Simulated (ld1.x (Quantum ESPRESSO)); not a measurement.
u(r) = r·R(r): atom against pseudo-atom (P)

Columns: radius, all-electron u(r) and pseudo u(r) of the 3p shell (level -19.10 eV) of phosphorus in the configuration [Ne] 3s2 3p1.5; PBE, scalar-relativistic, RRKJ scheme, ld1.x (Quantum ESPRESSO) 7.5.

| r (bohr) | all-electron | pseudo |
| --- | --- | --- |
| 0.065 | 0.0825 | -0.0065 |
| 0.130 | 0.2083 | -0.0252 |
| 0.195 | 0.2995 | -0.0536 |
| 0.260 | 0.3408 | -0.0883 |
| 0.325 | 0.3367 | -0.1255 |
| 0.390 | 0.2978 | -0.1619 |
| 0.455 | 0.2348 | -0.1950 |
| 0.520 | 0.1565 | -0.2240 |
| 0.585 | 0.0699 | -0.2495 |
| 0.650 | -0.0197 | -0.2732 |
| 0.715 | -0.1088 | -0.2978 |
| 0.780 | -0.1946 | -0.3257 |
| 0.845 | -0.2755 | -0.3587 |
| 0.910 | -0.3503 | -0.3975 |
| 0.975 | -0.4184 | -0.4415 |
| 1.040 | -0.4797 | -0.4887 |
| 1.105 | -0.5340 | -0.5365 |
| 1.170 | -0.5817 | -0.5820 |
| 1.235 | -0.6227 | -0.6227 |
| 1.300 | -0.6574 | -0.6574 |
| 1.365 | -0.6860 | -0.6860 |
| 1.430 | -0.7087 | -0.7087 |
| 1.495 | -0.7260 | -0.7260 |
| 1.560 | -0.7382 | -0.7382 |
| 1.625 | -0.7458 | -0.7458 |
| 1.690 | -0.7492 | -0.7492 |

**Question.** How many radial nodes do the two functions have?

**Answer.** The all-electron 3p function has n − l − 1 = 1; the pseudo-wave has 0, since the states of the same l below it are removed with the core.

**Question.** At about which radius was the pseudo-wave matched?

**Answer.** 1.25 bohr. The columns agree to 0.0005 from 1.17 bohr on; several derivatives are matched, so the curves merge somewhat inside the radius.

**Question.** Is the pseudo-wave norm-conserving?

**Answer.** Yes: the RRKJ scheme keeps the norm inside the radius equal to the all-electron one, which fixes the energy derivative of the logarithmic derivative at the level.
